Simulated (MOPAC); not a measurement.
MOPAC input (PM3):

```
PM3 1SCF UHF MS=0.5 GEO-OK AUX(PRECISION=9) THREADS=1
BFI

B     0.78637400 1   -0.99326600 1    0.99886800 1
F     2.06680000 1   -1.12882800 1    0.85491000 1
I    -0.42515200 1    0.28539200 1   -0.23940600 1
```

Output:

```
 *******************************************************************************
 **                                                                           **
 **                              MOPAC v23.2.5                                **
 **                                                                           **
 *******************************************************************************
 ** MOPAC's Digital Object Identifier: https://doi.org/10.5281/zenodo.6511958 **
 **                                                                           **
 ** Please cite the open-source release paper for use of this MOPAC version:  **
 ** J. E. Moussa and J. J. P. Stewart (2026)                                  **
 ** MOPAC: An open-source semiempirical molecular orbital program             **
 ** J. Open Source Softw., 11(119), 8025, https://doi.org/10.21105/joss.08025 **
 *******************************************************************************

                              PM3 CALCULATION RESULTS

 *******************************************************************************
 *  PM3        - The PM3 Hamiltonian to be used
 *  GEO-OK     - OVERRIDE INTERATOMIC DISTANCE AND OTHER SAFETY CHECKS
 *  UHF        - UNRESTRICTED HARTREE-FOCK CALCULATION
 *  MS=        - IN MECI, MAGNETIC COMPONENT OF SPIN =  0.5
 *  1SCF       - DO 1 SCF AND THEN STOP
 *  AUX        - OUTPUT AUXILIARY INFORMATION
 *******************************************************************************
PM3 1SCF UHF MS=0.5 GEO-OK AUX(PRECISION=9) THREADS=1
 BFI

   ATOM   CHEMICAL          X               Y               Z
  NUMBER   SYMBOL      (ANGSTROMS)     (ANGSTROMS)     (ANGSTROMS)

     1       B          0.78637400  *  -0.99326600  *   0.99886800  *
     2       F          2.06680000  *  -1.12882800  *   0.85491000  *
     3       I         -0.42515200  *   0.28539200  *  -0.23940600  *

          CARTESIAN COORDINATES

    NO.       ATOM           X           Y           Z

     1         B          0.7864     -0.9933      0.9989
     2         F          2.0668     -1.1288      0.8549
     3         I         -0.4252      0.2854     -0.2394

  B: (PM3): J. J. P. STEWART, J. MOL. MOD., 10, 155-164 (2004)
  F: (PM3): J. J. P. STEWART, J. COMP. CHEM. 10, 209 (1989).
  I: (PM3): J. J. P. STEWART, J. COMP. CHEM. 10, 209 (1989).

           Empirical Formula: B F I  =     3 atoms

      MOLECULAR POINT GROUP   :   Cs

          UHF CALCULATION, NO. OF ALPHA ELECTRONS =    9
                           NO. OF BETA  ELECTRONS =    8

 -------------------------------------------------------------------------------
 PM3 1SCF UHF MS=0.5 GEO-OK AUX(PRECISION=9) THREADS=1
 BFI

     1SCF WAS SPECIFIED, SO BFGS WAS NOT USED
     SCF FIELD WAS ACHIEVED

                              PM3 CALCULATION
                                                       MOPAC v23.2.5 Linux

          FINAL HEAT OF FORMATION =        -69.77472 KCAL/MOL =    -291.93741 KJ/MOL

          COSMO AREA              =         97.46 SQUARE ANGSTROMS
          COSMO VOLUME            =         82.69 CUBIC ANGSTROMS

          IONIZATION POTENTIAL    =         13.057245 EV
          ALPHA SOMO LUMO (EV)    =        -13.409  2.305
          BETA  SOMO LUMO (EV)    =        -13.057 -0.986
          NO. OF ALPHA ELECTRONS  =          9
          NO. OF BETA  ELECTRONS  =          8
          MOLECULAR WEIGHT        =        156.7129         POINT GROUP:  Cs

          MOLECULAR DIMENSIONS (Angstroms)

            Atom       Atom       Distance
            I     3    F     2     3.06714
            B     1    I     3     0.75700
            I     3    F     2     0.00000

          SCF CALCULATIONS        =          1

   ATOM   CHEMICAL          X               Y               Z
  NUMBER   SYMBOL      (ANGSTROMS)     (ANGSTROMS)     (ANGSTROMS)

     1       B          0.78637400  *  -0.99326600  *   0.99886800  *
     2       F          2.06680000  *  -1.12882800  *   0.85491000  *
     3       I         -0.42515200  *   0.28539200  *  -0.23940600  *

                             CARTESIAN COORDINATES

   1    B        0.786374000    -0.993266000     0.998868000
   2    F        2.066800000    -1.128828000     0.854910000
   3    I       -0.425152000     0.285392000    -0.239406000

           Empirical Formula: B F I  =     3 atoms

      MOLECULAR POINT GROUP   :   Cs

          ALPHA EIGENVALUES
 -26.66131 -20.89178 -18.77597 -18.77351 -18.19149 -17.53158 -17.31237 -14.56344
 -13.40883   2.30545   2.73731   6.04006

           BETA EIGENVALUES
 -26.56571 -20.09303 -17.85829 -17.66881 -16.61802 -16.05526 -16.02937 -13.05724
  -0.98598   2.52440   2.74303   6.06996

              NET ATOMIC CHARGES AND DIPOLE CONTRIBUTIONS

  ATOM NO.   TYPE          CHARGE      No. of ELECS.   s-Pop       p-Pop
    1          B           0.114223        2.8858     1.85042     1.03536
    2          F          -0.141051        7.1411     1.63356     5.50749
    3          I           0.026828        6.9732     1.00623     5.96694
 DIPOLE           X         Y         Z       TOTAL
 POINT-CHG.    -1.024     0.257    -0.062     1.057
 HYBRID         1.755    -0.476     0.150     1.824
 SUM            0.731    -0.220     0.088     0.769

          ATOMIC ORBITAL ELECTRON POPULATIONS

     Atom    s        px        py        pz
    1  B   1.85042   0.69156   0.17683   0.16696
    2  F   1.63356   1.80414   1.85460   1.84875
    3  I   1.00623   1.98625   1.98954   1.99116

                    (SZ)    =    0.500000
                    (S**2)  =    0.750763

          ATOMIC ORBITAL SPIN POPULATIONS

    Atom   Total    s     px     py     pz
         Atomic
    1  B  0.0048  0.009 -0.003 -0.003  0.001
    2  F  0.0054  0.001  0.003 -0.000  0.001
    3  I  0.9897  0.982  0.002  0.002  0.003

 **********************
 *                    *
 * JOB ENDED NORMALLY *
 *                    *
 **********************

 == MOPAC DONE ==
```

The geometry given is a B3LYP-D3(BJ)/def2-TZVP minimum.
